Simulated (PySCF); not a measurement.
1,1,2-trichloro-2-fluoroethene (C2Cl3F), SMILES ClC(F)=C(Cl)Cl.

Geometry: B3LYP-D3(BJ)/def2-SVP.

Method: M06-2X/def2-TZVP in PySCF.

Gas-phase values at a fixed geometry.

The total energy is -1556.61847 hartree. The point group comes out as Cs. The highest occupied level comes out as -8.59 eV, the lowest empty level is 0.15 eV and the orbital gap comes out as 8.73 eV. The dipole moment is 0.49 D, the quadrupole, principal values (traceless, Buckingham form, about the centre of nuclear charge) comes out as -1.77, -0.80, 2.57 D·Å and the mean static polarisability is 60.6 bohr³ (8.98 Å³). The polarisability, principal values is 36.8, 63.4, 81.5 bohr³.
